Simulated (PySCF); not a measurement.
Species: CH₅GeNSi.
Cartesian coordinates in Å at the PBE0-D3(BJ)/def2-SVP level; atoms count from 1:
```
atom  x, y, z in Å
N1     2.825   -1.312   -0.389
C2     2.013   -0.498   -0.235
Ge3    0.611    0.803    0.023
Si4   -1.448   -0.397    0.086
H5     0.940    1.520    1.339
H6     0.716    1.779   -1.157
H7    -1.628   -1.118   -1.207
H8    -2.563    0.575    0.287
H9    -1.408   -1.368    1.218
```

Level: PBE0/def2-SVPD in PySCF, non-relativistic, on one gas-phase PBE0-D3(BJ)/def2-SVP geometry that isn't relaxed in the solvent. The solvent is an IEF-PCM continuum (van der Waals radii × 1.2), and excitations are vertical TDDFT with non-equilibrium linear response and a frozen core. Only the electrostatic response of the medium enters. Spin–orbit coupling is left out although an atom past zinc is present.

Gas-phase singlets (H = HOMO, L = LUMO):

| state | E (eV) | λ (nm) | f | leading configuration |
| --- | --- | --- | --- | --- |
| S1 | 6.882 | 180 | 0.007 | H→L+1 67% |
| S2 | 7.074 | 175 | 0.059 | H→L 56% |
| S3 | 7.254 | 171 | 0.006 | H-1→L 69% |
| S4 | 7.449 | 166 | 0.045 | H→L+3 69% |
| S5 | 7.472 | 166 | 0.236 | H→L+2 51% |

Question: Give the list for acetonitrile (ε = 35.69), n² = 1.81.

Answer: 
| state | E (eV) | λ (nm) | f | leading configuration | change by rank (eV) |
| --- | --- | --- | --- | --- | --- |
| S1 | 6.798 | 182 | 0.012 | H→L+1 86% | -0.084 |
| S2 | 6.969 | 178 | 0.182 | H→L 80% | -0.105 |
| S3 | 7.354 | 169 | 0.005 | H-1→L 62% | +0.100 |
| S4 | 7.470 | 166 | 0.443 | H→L+2 88% | +0.021 |
| S5 | 7.568 | 164 | 0.015 | H→L+3 94% | +0.096 |

Question: The ground-state energy changes by -0.220 eV from gas to acetonitrile. By how much does the total energy of gas-phase S2 change?

Answer: E(S2) = E(S0) + excitation energy, so it changes by -0.220 − 0.105 = -0.325 eV: it is lowered more than the ground state, which is what a red shift means. This is the vertical state, with the slow part of the continuum still set for S0.

Question: How do the frontier levels move from gas to acetonitrile?

Answer: 
| orbital | gas (eV) | solvent (eV) | change (eV) |
| --- | --- | --- | --- |
| LUMO+2 | -0.39 | -0.04 | +0.35 |
| LUMO+1 | -0.44 | -0.36 | +0.08 |
| LUMO | -0.55 | -0.49 | +0.06 |
| HOMO | -8.82 | -8.56 | +0.26 |
| HOMO-1 | -9.57 | -9.52 | +0.05 |
| HOMO-2 | -10.05 | -9.94 | +0.11 |
| HOMO-3 | -10.19 | -10.06 | +0.13 |

The HOMO–LUMO gap goes from 8.27 to 8.07 eV. Rows go by rank; for HOMO-3, HOMO-2, HOMO-1, LUMO, LUMO+1 and LUMO+2 the atom shares or the degeneracy differ between the runs, so the row needn't follow one orbital.
